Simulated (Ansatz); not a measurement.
Consider the redistribution: `ClBCCl` + `[OH][Ga]([OH])[SH]` → `OB(Cl)CCl` + `[OH][GaH][SH]`.

Calculated with Ansatz (gas phase, PBE0-D4/def2-TZVP geometries, no zero-point term in ΔE). CBS: MP2 limit from def2 TZ/QZ plus the TZ coupled-cluster correction, frozen cores. DFT in def2-TZVPP. For Ga outer-core shells are correlated without core-valence functions, which leaves a few kJ/mol of doubt a bond. Scalar relativity is left out up to krypton. One conformer a species, not always the lowest.

CCSD(T)/CBS gives -94.0 kJ/mol.

(1) Another level gave -103.8 kJ/mol. Which?
A. ωB97X-V/def2-TZVPP
B. SCS-MP2/def2-TZVPP
C. HF/def2-TZVPP
D. PBE0-D4/def2-TZVPP

Largest T1 diagnostic among the species: 0.014.

Results:

(1) D. PBE0-D4 -103.8, HF/def2-TZVPP -94.3, ωB97X-V -99.6, SCS-MP2/def2-TZVPP -87.4 kJ/mol.
